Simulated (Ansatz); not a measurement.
Cartesian coordinates (Å):
```xyz
7

N      1.6520    -0.4203     0.0160
In     0.0987     0.7114     0.7608
N     -1.6669     0.3102    -0.2242
H      1.6978    -0.4561    -0.9956
H      2.5766    -0.2126     0.3673
H     -2.5027     0.7433     0.1439
H     -1.8555    -0.6759    -0.3618
```
Charge 0, spin multiplicity 2.

Computed with frozen-core CCSD(T)/def2-TZVPP // CAM-B3LYP-D3(BJ)/def2-TZVP run with Ansatz (a first-principles code).

HF energy: -300.47871 Ha
MP2 correlation energy: -0.70875 Ha

Q: Estimate the CCSD correlation energy, the (T) correction, the total energy and the T1 diagnostic.

A: 
```json
{
 "CCSD correlation energy": "-0.71722 Ha",
 "(T) correction": "-0.02670 Ha",
 "CCSD(T) total energy": "-301.22264 Ha",
 "T1 diagnostic": "0.020"
}
```
